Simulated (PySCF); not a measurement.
H5NO2Sn, SMILES [NH2][SnH]([OH])[OH] (PBE0/def2-SVP optimised geometry):

```
9

Sn    -0.073    -0.163     0.000
N     -1.026    -1.122    -1.505
O     -0.863    -0.996     1.617
O     -0.608     1.743     0.000
H      1.635    -0.163     0.000
H     -0.412    -1.532    -2.206
H     -1.635    -1.856    -1.146
H     -0.934    -0.371     2.348
H     -1.469     1.856    -0.421
```

Level of theory: PBE0/def2-TZVP, def2 effective core potentials past Kr run with PySCF.

Q: What are the frontier orbital energies and the dipole moment?

A: HOMO-2 -8.63 eV, HOMO-1 -8.51 eV, HOMO -7.75 eV, LUMO -0.65 eV, LUMO+1 0.15 eV; dipole moment 1.36 D.

On the same geometry PBE/def2-TZVP, def2 effective core potentials past Kr (PySCF) gives HOMO-2 -6.92 eV, HOMO-1 -6.80 eV, HOMO -6.29 eV, LUMO -1.62 eV, LUMO+1 -0.60 eV; dipole moment 1.27 D.
